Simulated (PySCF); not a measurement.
C2H4BClO2Si, SMILES OB(O)C#C[SiH2]Cl.

Geometry optimised at PBE-D3(BJ)/def2-SVP. The structure was generated by enumeration, and PubChem lists no compound with its InChIKey, so it may never have been made. Other conformers were not sampled.

Computed with PBE-D3(BJ)/def2-SVP run with PySCF.

Frequencies are harmonic and unscaled.

```tsv
mode	ν (cm⁻¹)	IR (km/mol)	moving atoms (share of kinetic energy)
1	13	0.5	O 49 %, Cl 18 %, Si 16 %, H 15 %
2	50	0.9	Cl 35 %, O 32 %, C 23 %
3	99	0.3	C 64 %, O 14 %, H 13 %
4	136	1.9	O 35 %, Cl 24 %, C 18 %, Si 9 %
5	290	7.3	C 47 %, O 27 %, Cl 10 %
6	304	5.9	C 72 %, H 13 %, B 9 %
7	346	13.5	O 34 %, Si 30 %, C 25 %, H 9 %
8	473	0.2	H 85 %, O 15 %
9	515	36.0	C 48 %, O 17 %, Cl 12 %, Si 11 %
10	529	10.7	C 33 %, Si 23 %, Cl 16 %, O 15 %
11	545	137.3	H 91 %, B 8 %
12	565	55.5	Si 36 %, O 25 %, Cl 16 %, B 12 %, H 9 %
13	586	77.2	H 69 %, Si 18 %, C 10 %
14	640	59.0	B 63 %, C 20 %, O 10 %
15	699	2.4	H 92 %
16	834	22.5	C 40 %, H 32 %, O 24 %
17	849	402.2	H 57 %, Si 18 %, C 17 %, O 8 %
18	909	105.3	H 96 %
19	973	249.3	H 77 %, O 22 %
20	991	32.8	H 78 %, O 13 %
21	1299	616.3	B 63 %, O 25 %
22	1447	232.4	B 73 %, O 21 %
23	2173	2.8	C 97 %
24	2192	70.3	H 96 %
25	2196	84.1	H 95 %
26	3771	120.5	H 94 %
27	3775	33.4	H 94 %
```
